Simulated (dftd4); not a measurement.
Cl$_{2}$Sn, triplet, geometry from GFN2-xTB (such geometries of metal compounds can be far from the true shape) (the spin is typed, not shown lowest); D4 for blyp in dftd4.

dftd4 was given this input:
```
$ dftd4 mol.xyz --func blyp --charge 0 --json dftd4.json --noedisp --grad

# file mol.xyz
3

Sn     0.00993257    -0.00944619     0.58952790
Cl     1.24741626     1.57493270    -0.86320274
Cl    -1.27662969    -1.54714980    -0.87070284
```

Output, abridged:

```
                    ____  _____ _____     ____  _  _
      -------------|  _ \|  ___|_   _|---|  _ \| || |------------
     |             | | | | |_    | | ___ | | | | || |_           |
     |             | |_| |  _|   | ||___|| |_| |__   _|          |
     |             |____/|_|     |_|     |____/   |_|            |
     |             ===================================           |
     |            E. Caldeweyher, S. Ehlert & S. Grimme          |
     |          Mulliken Center for Theoretical Chemistry        |
     |                    University of Bonn                     |
      -----------------------------------------------------------

Rational (Becke-Johnson) damping: blyp-D4-ATM
---------------------
  s6         1.0000
  s8         2.3408
  s9         1.0000
  a1         0.4449
  a2         4.0933
 alp        16.0000
--------------------

Dispersion energy:      -7.4427639179072E-03 Eh

Gradient norm:           9.5319685327580E-04 Eh/a0
--------------------------------------------------
     #    Z           dE/dx      dE/dy      dE/dz
--------------------------------------------------
     1   50 Sn    1.842E-06 -1.752E-06  1.093E-04
     2   17 Cl    4.186E-04  5.198E-04 -5.342E-05
     3   17 Cl   -4.205E-04 -5.181E-04 -5.592E-05
--------------------------------------------------

Virial:
--------------------------------------------------
      component           x          y          z
--------------------------------------------------
          x       2.001E-03  2.475E-03  1.102E-05
          y       2.475E-03  3.062E-03  2.533E-06
          z       1.102E-05  2.533E-06  3.010E-04
--------------------------------------------------

[Info] Dispersion results written to 'dftd4.txt'
[Info] JSON dump of results written to 'dftd4.json'
```
